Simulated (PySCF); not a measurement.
Isomers of C8H6FN, mass 135.048 u with the commonest isotopes. Computed with PBE0/def2-SVPD in PySCF (dipole) on a GFN2-xTB geometry, gas phase. One conformer each, none proved a minimum here; rigid rotors.

Question: Order these by rotational constant C, largest first.
A. `Fc1ccn2ccccc12`
B. `Cc1cc(ccc1F)C#N` (4-fluoro-3-methylbenzonitrile)
C. `[CH:1]#[C:2]/[C:3](=[CH:4]/[C:5]#[N:6])[CH2:7][C:8](=[CH2:9])[F:10]` with C2–C3–C7–C8 81°, C3–C7–C8–C9 94°

Answer: A (875.1 MHz), C (724.4 MHz), B (690.6 MHz).

Question: Order these by rotational constant A, smallest first.
A. `Fc1ccn2ccccc12`
B. `[CH:1]#[C:2]/[C:3](=[CH:4]/[C:5]#[N:6])[CH2:7][C:8](=[CH2:9])[F:10]` with C2–C3–C7–C8 81°, C3–C7–C8–C9 94°
C. 4-fluoro-3-methylbenzonitrile (`Cc1cc(C#N)ccc1F`)

Answer: B (1606 MHz), A (2739 MHz), C (3012 MHz).

Question: Order these by out-of-plane moment Σ m c² = (Ia + Ib − Ic)/2, largest first.
A. `[CH:1]#[C:2]/[C:3](=[CH:4]/[C:5]#[N:6])[CH2:7][C:8](=[CH2:9])[F:10]` with C2–C3–C7–C8 81°, C3–C7–C8–C9 94°
B. `Cc1cc(C#N)ccc1F` (4-fluoro-3-methylbenzonitrile)
C. `FC1=C2C=CC=CN2C=C1`

Answer: A (26.02 u·Å²), B (1.56 u·Å²), C (0.00 u·Å²).

```json
{"SMILES": "C#C/C(=C/C#N)CC(=C)F", "point group": "C1", "Ia (u·Å²)": "314.62", "Ib (u·Å²)": "435.08", "Ic (u·Å²)": "697.66", "κ": "-0.01", "μa (D)": "2.38", "μb (D)": "1.84", "μc (D)": "0.04"}
{"SMILES": "Fc1ccn2ccccc12", "point group": "Cs", "Ia (u·Å²)": "184.53", "Ib (u·Å²)": "392.97", "Ic (u·Å²)": "577.49", "κ": "-0.56", "μa (D)": "2.14", "μb (D)": "1.61", "μc (D)": "0.00"}
{"SMILES": "Cc1cc(C#N)ccc1F", "point group": "–", "Ia (u·Å²)": "167.81", "Ib (u·Å²)": "567.09", "Ic (u·Å²)": "731.79", "κ": "-0.83", "μa (D)": "3.61", "μb (D)": "0.03", "μc (D)": "0.02"}
```
